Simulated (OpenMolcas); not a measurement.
## C2H7NSi (SMILES NC1C[SiH2]1): methods side by side

C2H7NSi has 11 atoms, charge 0, and is taken as a singlet. As SMILES, `NC1C[SiH2]1`. Geometry: relaxed at PBE0-D4/def2-TZVP. This is one conformer, not always the lowest.

```xyz
11

N    -1.3372    0.8261   -0.3142
C     0.0481    0.5874   -0.0151
C     0.2961   -0.5197    1.0252
Si    0.8450   -0.9559   -0.6851
H    -1.4504    1.2883   -1.2060
H    -1.7740    1.4015    0.3975
H     0.7014    1.4542    0.1186
H     1.0251   -0.3117    1.8013
H    -0.6079   -0.9970    1.3906
H     2.2887   -0.9399   -1.0055
H     0.0303   -1.8901   -1.4868
```

Each level gives the energy change with the C2–H7 bond stretched from 1.094 to 1.422 Å (eV). The values are calculated.

```json
{"level": "SVWN5/def2-SVP (restricted)", "kind": "LDA", "program": "OpenMolcas", "value (eV)": "0.77", "less CCSD(T)/def2-SVP": "-0.11", "CPU time (all runs)": "59 s"}
{"level": "PBE/def2-SVP (restricted)", "kind": "GGA", "program": "OpenMolcas", "value (eV)": "0.76", "less CCSD(T)/def2-SVP": "-0.12", "CPU time (all runs)": "82 s"}
{"level": "revPBE/def2-SVP (restricted)", "kind": "GGA", "program": "OpenMolcas", "value (eV)": "0.75", "less CCSD(T)/def2-SVP": "-0.13", "CPU time (all runs)": "86 s"}
{"level": "M06-L/def2-SVP (restricted)", "kind": "meta-GGA", "program": "OpenMolcas", "value (eV)": "0.87", "less CCSD(T)/def2-SVP": "-0.01", "CPU time (all runs)": "2.2 min"}
{"level": "TPSS/def2-SVP (restricted)", "kind": "meta-GGA", "program": "OpenMolcas", "value (eV)": "0.80", "less CCSD(T)/def2-SVP": "-0.08", "CPU time (all runs)": "1.8 min"}
{"level": "B3LYP/def2-SVP (restricted)", "kind": "global hybrid", "program": "OpenMolcas", "value (eV)": "0.85", "less CCSD(T)/def2-SVP": "-0.03", "CPU time (all runs)": "82 s"}
{"level": "BHLYP/def2-SVP (restricted)", "kind": "global hybrid", "program": "OpenMolcas", "value (eV)": "0.99", "less CCSD(T)/def2-SVP": "+0.11", "CPU time (all runs)": "89 s"}
{"level": "CCSD(T)/def2-SVP (restricted)", "kind": "coupled cluster or CI", "program": "OpenMolcas", "value (eV)": "0.88", "less CCSD(T)/def2-SVP": "0.00", "CPU time (all runs)": "2.4 min"}
```

CCSD(T)/def2-SVP (restricted) is the highest level here, not the true value. The first shape isn't each level's own minimum. The values span 0.75 to 0.99 eV. CPU times are rough (shared hosts, several kinds of processor and program).
